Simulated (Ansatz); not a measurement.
Two isomers of C2H9BSi: A = `BCC[SiH3]`, B = `B[SiH](C)C`.

Calculated with Ansatz (gas phase, PBE0-D4/def2-TZVP geometries, no zero-point term in ΔE). CCSD(T)/CBS adds triple-zeta CCSD(T) − MP2 to the extrapolated MP2 energy (def2 sets, frozen cores). Functionals use def2-TZVPP. Each species was taken in one conformer, which may not be the lowest.

Q: Which is lower in electronic energy at CCSD(T)/CBS, and by how much? (An estimate is asked.)

A: Ansatz gave: B, by 6.2 kcal/mol.

Q: Give E(B) − E(A) in kcal/mol with CCSD/def2-TZVPP, PBE0-D4, CCSD(T)/def2-TZVPP, B2PLYP, r2SCAN-D4, HF/def2-TZVPP, MP2/def2-TZVPP. (An estimate is asked.)

A: The calculation gave: CCSD/def2-TZVPP -6.2, PBE0-D4 -7.0, CCSD(T)/def2-TZVPP -5.9, B2PLYP -6.0, r2SCAN-D4 -7.0, HF/def2-TZVPP -6.3, MP2/def2-TZVPP -4.6. None reverses the order clearly.

Largest T1 diagnostic: 0.011.
